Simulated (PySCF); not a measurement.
Species: C₅H₉BO₂.
SMILES: `C=CC/C=C/B(O)O`

The closed-shell ground state was solved at several levels (PySCF, density fitting, gas phase, non-relativistic). The structure is a single PBE0-D3(BJ)/def2-SVP conformer in the gas phase; no vibrational or solvent corrections.

| level | basis functions | HOMO (eV) | LUMO (eV) | gap (eV) | dipole (D) |
| --- | --- | --- | --- | --- | --- |
| B3LYP/pcJ-1 | 306 | -7.19 | -0.75 | 6.44 | 1.17 |
| PBE0/pcSseg-1 | 181 | -7.46 | -0.58 | 6.88 | 1.16 |
| B3LYP/pcSseg-1 | 181 | -7.21 | -0.76 | 6.45 | 1.13 |

Problem. Estimate the row for B3LYP/def2-SVPD, a basis of 238 functions; the other rows only guide the guess.

Solution. HOMO -7.27 eV, LUMO -0.90 eV, gap 6.37 eV, dipole 1.13 D.

Problem. Over all these levels, which gives the widest orbital gap and which the narrowest?

Solution. PBE0/pcSseg-1 (global hybrid, 25 % exact exchange) has the widest, 6.88 eV, and B3LYP/def2-SVPD (global hybrid, 20 % exact exchange) the narrowest, 6.37 eV. Functional and basis both differ between the two, so the spread mixes both effects.

Problem. How much does the basis alone move the frontier levels among the 3 B3LYP rows (the withheld one included)?

Solution. The HOMO by 0.08 eV and the LUMO by 0.15 eV. By rising basis size (HOMO, LUMO in eV): pcSseg-1 -7.21, -0.76; def2-SVPD -7.27, -0.90; pcJ-1 -7.19, -0.75.

Problem. How far do the dipole and the HOMO energy spread over the levels?

Solution. The dipole runs from 1.13 to 1.17 D (mean 1.15 D) and the HOMO from -7.46 to -7.19 eV.
